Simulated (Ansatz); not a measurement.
`CCCCCCCCP(=O)(O)O` with charge +1. Total charge 1; doublet. Geometry PBE-D4/def2-SVP, that of the neutral singlet.

```xyz
31

C    -1.154    3.850   -1.075
C     0.348    3.738   -0.799
C     0.991    2.432   -1.286
C     0.485    1.163   -0.591
C     1.209   -0.107   -1.052
C     0.672   -1.411   -0.450
C     0.840   -1.509    1.071
C     0.468   -2.868    1.682
P    -1.278   -3.361    1.627
O    -1.727   -4.502    2.495
O    -2.036   -1.933    1.951
O    -1.547   -3.630    0.021
H    -1.735    3.067   -0.545
H    -1.372    3.744   -2.159
H    -1.554    4.831   -0.749
H     0.534    3.849    0.293
H     0.871    4.594   -1.279
H     2.093    2.499   -1.145
H     0.837    2.333   -2.385
H     0.595    1.288    0.509
H    -0.606    1.038   -0.770
H     1.143   -0.172   -2.160
H     2.296   -0.012   -0.823
H    -0.400   -1.528   -0.716
H     1.190   -2.273   -0.925
H     0.241   -0.723    1.575
H     1.903   -1.303    1.331
H     0.715   -2.895    2.764
H     1.032   -3.700    1.207
H    -2.866   -2.130    2.428
H    -2.187   -4.367   -0.048
```

At PBE-D4/def2-SVP the gap within one spin of the charge 1 doublet nearly closes, so an electron or hole may be smeared out by delocalisation error.

**Question.** Estimate the α-spin orbital energies around the gap (eV) in Ansatz with PBE-D4/def2-SVP, r2SCANh-D4/def2-SVP, PBE0-D4/def2-SVP.

**Answer.** 
```csv
orbital,PBE-D4/def2-SVP,r2SCANh-D4/def2-SVP,PBE0-D4/def2-SVP
HOMO−5,-11.60,-12.64,-13.46
HOMO−4,-11.54,-12.52,-13.07
HOMO−3,-11.40,-12.41,-12.93
HOMO−2,-11.38,-12.25,-12.72
HOMO−1,-11.37,-12.16,-12.64
HOMO,-11.21,-12.03,-12.52
LUMO,-3.73,-2.85,-2.84
LUMO+1,-3.02,-2.42,-2.22
LUMO+2,-2.82,-2.05,-1.96
LUMO+3,-2.43,-1.50,-1.45
LUMO+4,-2.19,-1.30,-1.37
LUMO+5,-2.10,-1.18,-1.19
β HOMO,-11.14,-11.69,-11.96
β LUMO,-11.13,-11.38,-11.31
```
